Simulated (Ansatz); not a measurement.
A further run on Ti₂S (the lowest singlet isomer of a short search).

```yaml
crystal:
  periodic: [false, false, false]
  atoms:
    - {symbol: Ti, position_ang: [-0.647639, -0.893638, -0.577011]}
    - {symbol: Ti, position_ang: [0.677069, 0.722533, -0.755186]}
    - {symbol: S, position_ang: [-0.029430, 0.171094, 1.332187]}
basis:
  gaussian: {orbitals: STO-3G}
magnetization: {spin_polarized: false, initial_magnetization: 2}
hamiltonian: {xc: {name: B97}}
```

```sh
$ ansatz run in.yaml --threads 4 --pin off --events-out ev --progress --plain --max-ram 3916MiB
```

Shortened log:

```
Functional definition: B97
581 factors; integrals over basis functions are off by at most 1.2e-4 eV
mean field evaluation 1: about -56455.4104 eV, gradient 1.4e1 eV
mean field evaluation 2: about -56455.4066 eV, gradient 1.4e1 eV
mean field evaluation 4: about -56456.3812 eV, gradient 4.7e0 eV
mean field evaluation 8: about -56456.4641 eV, gradient 1.3e-1 eV
mean field evaluation 16: about -56456.4642 eV, gradient 2.8e-5 eV
mean field evaluation 32: about -56456.4543 eV, gradient 9.7e-1 eV
mean field -56456.46424088 eV, -2074.7367932864 hartree, gradient 2.6e-5 eV, S^2 2.000000; 7 other end points of the search recorded, 0 dependent functions left out
reference -56456.46425779 eV, -2074.7367939079 hartree; 31, 29 occupied and 14, 16 virtual orbitals, 581 factors
Total energy: -56456.46425779 eV, -2074.7367939079 hartree
```

It took 3.4 s on 4 threads of Arm Neoverse V2 on a shared host.

With spin_polarized false and unpaired electrons the run is restricted open-shell.
